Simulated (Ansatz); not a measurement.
A nudged elastic band was laid between two geometries of a periodic cell of 17 atoms, Mo$_{16}$P (surface Mo(100), adsorbate P).

These are results of DFT PBE, scalar-relativistic, plane waves, PAW in Ansatz 0.2.0, not measurements. Settings: cutoff 420 eV, k mesh 3x3x1, gaussian smearing 0.15 eV, no spin polarisation.

| Quantity | Value |
| --- | --- |
| movable images | 5 |
| climbing image | yes |
| spring | 5.0 eV/Å² |
| optimiser | lbfgs |
| start path | IDPP |
| force threshold | 0.05 eV/Å |
| iteration limit | 43 |
| end points | relaxed |
| atoms held | 1 to 4 |

Image 0:

```xyz
17
Lattice="6.3000 0.0000 0.0000 0.0000 6.3000 0.0000 0.0000 0.0000 15.7250" Properties=species:S:1:pos:R:3
Mo 1.575 1.575 1.000
Mo 4.725 1.575 1.000
Mo 1.575 4.725 1.000
Mo 4.725 4.725 1.000
Mo 0.008 0.009 2.361
Mo 3.142 0.008 2.360
Mo 0.008 3.143 2.361
Mo 3.142 3.143 2.361
Mo 1.575 1.576 4.067
Mo 4.725 1.576 4.072
Mo 1.575 4.726 4.072
Mo 4.725 4.726 4.007
Mo -0.008 -0.005 5.463
Mo 3.157 -0.005 5.462
Mo -0.007 3.159 5.463
Mo 3.156 3.159 5.463
P 4.724 4.727 6.575
```

Image 6:

Only the atoms that move by more than 0.05 Å are listed.
```
Mo10 4.725 1.576 4.007
Mo12 4.725 4.726 4.072
P17 4.724 7.877 6.575
```

Task: Which bonds break or form, and what moves?

Result: The atom that moves furthest is P17, by 3.15 Å; four of its nearest neighbours are Mo14 2.48, Mo13 2.48, Mo16 2.48, Mo15 2.48 Å at the first end and Mo16 2.48, Mo15 2.48, Mo14 2.48, Mo13 2.48 Å at the last.

Task: What energy profile does the band end with?

Result: It converged. The highest image is number 3 of 0 to 6, 1.89 eV above the ends, which have the same energy within 2 meV. By the program's own check the climbing image is a first-order saddle point (lowest curvatures found: -0.88 and 0.58 eV/Å²). Limits of this set-up: coarse k mesh, thin slab, slab without dipole correction, odd electron count without spin, a typed lattice constant that wasn't relaxed here.

```tsv
image	path coordinate (Å)	energy (eV)	Mo12–P17 (Å)	Mo10–P17 (Å)
0	0.00	0.00	2.57	4.02
1	0.63	0.54	2.76	3.87
2	1.25	1.62	3.19	3.76
3	1.88	1.89	3.60	3.60
4	2.51	1.62	3.76	3.19
5	3.14	0.53	3.87	2.76
6	3.76	0.00	4.02	2.57
```

Task: What is the geometry of the highest image?

Result: 
```xyz
17
Lattice="6.3000 0.0000 0.0000 0.0000 6.3000 0.0000 0.0000 0.0000 15.7250" Properties=species:S:1:pos:R:3:forces:R:3
Mo 1.575 1.575 1.000 -0.01 -0.10 -0.03
Mo 4.725 1.575 1.000 -0.01 -0.08 0.04
Mo 1.575 4.725 1.000 -0.01 0.10 -0.03
Mo 4.725 4.725 1.000 -0.01 0.09 0.04
Mo -0.002 0.000 2.366 0.01 0.00 -0.01
Mo 3.143 0.000 2.365 0.01 0.00 0.00
Mo -0.001 3.150 2.332 0.01 0.00 -0.01
Mo 3.143 3.150 2.331 0.01 0.00 0.00
Mo 1.570 1.616 4.083 0.00 -0.01 -0.01
Mo 4.720 1.579 4.041 0.00 0.00 -0.01
Mo 1.570 4.685 4.083 0.00 0.01 -0.01
Mo 4.720 4.722 4.041 0.00 0.00 -0.01
Mo -0.066 0.000 5.522 0.01 0.00 0.00
Mo 3.194 0.000 5.519 0.01 0.00 0.01
Mo 0.009 3.150 5.389 0.00 0.00 0.01
Mo 3.136 3.150 5.388 -0.01 0.00 0.01
P 4.711 6.300 7.279 0.01 0.00 0.01
```

Time of the run: 18 min on 4 threads of Intel(R) Xeon(R) Platinum 8488C (Sapphire Rapids) (shared host), peak memory 3.3 GiB.
